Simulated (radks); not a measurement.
Results of a calculation; reference values are marked as such.
Q: Spherical quantum dot in the effective-mass picture: electrons in a well V = -V0 / (1 + exp((r - R)/a)) with V0 = 17.3, R = 2.11, a = 0.22, with a point charge +1 (a donor) at the centre, all in effective atomic units (hartree* = m*/eps^2 hartree, bohr* = eps/m* bohr), one dielectric constant everywhere. Level of theory: non-relativistic Kohn-Sham, PBEsol, spin-polarised, spherical densities (a radial shooting solver with Libxc functionals). Levels are named by radial order and angular momentum (1s, 1p, 1d, 2s, ...), and open shells are averaged over m. Each electron was tried in the lowest free levels, single moves between levels near the top were tried too, and the lowest total energy was kept; such a search can miss a lower state. The series stops at N = 19: beyond it a trial failed or the search could not be trusted, so later rows were left out. Give the order in which the levels fill up to N = 19, the shell closures and the spin along the way.

A: Shells are first occupied in the order 1s, 1p, 1d, 2s. Open shells at each N (closed shells left out): 1: 1s(up 1, down 0); 2: none; 3: 1p(up 1, down 0); 4: 1p(up 2, down 0); 5: 1p(up 3, down 0); 6: 1p(up 3, down 1); 7: 1p(up 3, down 2); 8: none; 9: 1d(up 1, down 0); 10: 1d(up 2, down 0); 11: 1d(up 3, down 0); 12: 1d(up 4, down 0); 13: 1d(up 5, down 0); 14: 1d(up 5, down 1); 15: 1d(up 5, down 2); 16: 1d(up 5, down 3); 17: 1d(up 5, down 4); 18: none; 19: 2s(up 1, down 0). All shells are closed at N = 2, 8, 18 (there: 1s2 1p6 1d10). Largest 2S: 5, at N = 13.
